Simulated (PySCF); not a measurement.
## Dipole moment and polarisability of `C#CC(C#C)/N=C/CF`

Compound: C₇H₆FN.
Cartesian coordinates in Å at the GFN2-xTB level; atoms count from 1:
```
atom  x, y, z in Å
C1    -2.0432    2.3024   -0.7835
C2    -1.5301    1.3748   -0.2299
C3    -0.8865    0.2471    0.4368
C4    -1.8008   -0.8908    0.4349
C5    -2.5380   -1.8323    0.4303
N6     0.3080   -0.1104   -0.2971
C7     1.4209   -0.0983    0.2737
C8     2.6607   -0.4742   -0.4694
F9     3.7673   -0.2807    0.3146
H10   -2.5032    3.1155   -1.2605
H11   -0.6673    0.5285    1.4879
H12   -3.1939   -2.6508    0.4322
H13    1.5777    0.1744    1.3282
H14    2.7825    0.1365   -1.3702
H15    2.6414   -1.5337   -0.7497
```

Level: PBE0/def2-SVPD (PySCF), static field, nuclei fixed, core orbitals frozen in the response. The polarisability tensor in these axes (au):

```
x   105.35  -0.62   3.83
y    -0.62  90.93  -7.43
z     3.83  -7.43  69.30
```

Problem. Diagonalise the tensor; give its mean and Δα, where Δα² is half the sum of the squared differences of the eigenvalues.

Solution. Principal values 66.68, 93.01 and 105.89 au; mean 88.53 au = 13.12 Å³ = 14.60 × 10⁻⁴⁰ C²·m²/J; Δα = 34.62 au (39 % of the mean).

Problem. What is the dipole moment, and where does it point?

Solution. (-0.51, 0.00, 0.36) D, 0.62 D in size, pointing from the negative to the positive side. Measured along this direction, the outermost atoms are H14 at the negative end and H12 at the positive end.

Problem. Traceless (Buckingham) quadrupole moment about the centre of nuclear charge: eigenvalues?

Solution. -7.69, -0.23, 7.92 D·Å. The values depend on the origin, since the dipole doesn't vanish. The electronic extent ⟨r²⟩ about the same centre is 1637 bohr², a root-mean-square distance of 2.68 Å for the 64 electrons.

Problem. Sum over states: ᾱ = Σ f/ω², ω in Eh. What share falls to these 8 lowest TDDFT singlets (eV, f)? 5.06, 0.0001; 5.95, 0.0028; 6.19, 0.0013; 6.39, 0.0905; 6.42, 0.0091; 6.61, 0.0002; 6.68, 0.0003; 6.86, 0.0020.

Solution. They add up to 1.93 au, 2.2 % of the 88.53 au; the largest single term is 1.64 au, from the state at 6.39 eV. Terms in order: 0.00, 0.06, 0.02, 1.64, 0.16, 0.00, 0.01, 0.03 au. Higher excitations give the rest. The strengths listed sum to 0.106.

Problem. In a dilute gas of rigid molecules at 400 K, how does the orientational term μ²/3kT compare with the electronic polarisability?

Solution. In Gaussian units μ²/3kT = 2.34 Å³ against 13.12 Å³, a ratio of 0.18; the Debye molar polarisation (4π/3)N_A(α + μ²/3kT) is 39.0 cm³/mol, leaving out the vibrational part.

Problem. Find the Langevin capture rate constant for NH4+ (18.034 u) meeting this molecule (123.048 u), k = 2.342 × 10⁻⁹ cm³/s × √(α in Å³ / reduced mass in u).

Solution. The reduced mass is 15.73 u, so k = 2.14 × 10⁻⁹ cm³/s. The formula leaves out the permanent dipole, which adds to the capture rate.

The structure is a single GFN2-xTB conformer in the gas phase; no vibrational or solvent corrections.
